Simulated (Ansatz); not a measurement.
Reaction (ligand exchange at the Si–O bond): `[F][GeH2][O][SiH3]` + `[NH2][Al]([OH])[F]` → `[NH2][Al]([F])[O][SiH3]` + `[OH][GeH2][F]`

Program: Ansatz. Geometries: PBE0-D4/def2-TZVP. ΔE: electronic, gas phase. CCSD(T)/CBS adds triple-zeta CCSD(T) − MP2 to the extrapolated MP2 energy (def2 sets, frozen cores). DFT in def2-TZVPP. For Ge outer-core shells are correlated without core-valence functions, which leaves a few kJ/mol of doubt a bond. Scalar relativity is left out up to krypton. One conformer a species, not always the lowest.

```tsv
level	ΔE (kJ/mol)
r2SCANh-D4	-15.6
BHLYP-D4	-15.6
B2PLYP	-15.5
PBE-QIDH	-15.1
revPBE	-16.1
CCSD(T)/def2-SVP	-18.2
HF/def2-QZVPP	-17.5
CCSD/CBS(def2)	-13.6
```

Problem. What does CCSD(T)/CBS give? (Best estimate.)

Solution. The calculation gave: -13.0 kJ/mol. The listed levels differ from it by -2.6, -2.6, -2.5, -2.1, -3.1, -5.2, -4.5, -0.6 kJ/mol.

Largest T1 diagnostic among the species: 0.012.

In def2-TZVPP, CCSD(T) changes the Hartree–Fock value by +3.6 kJ/mol (the triples alone add +0.6 kJ/mol) and MP2 by +4.1 kJ/mol. Leaving LDA and LC-ωPBE aside and taking each functional with its dispersion term where it has one, the values, not all of them listed here, spread over 3.4 kJ/mol, from B97M-V to revPBE-D4.
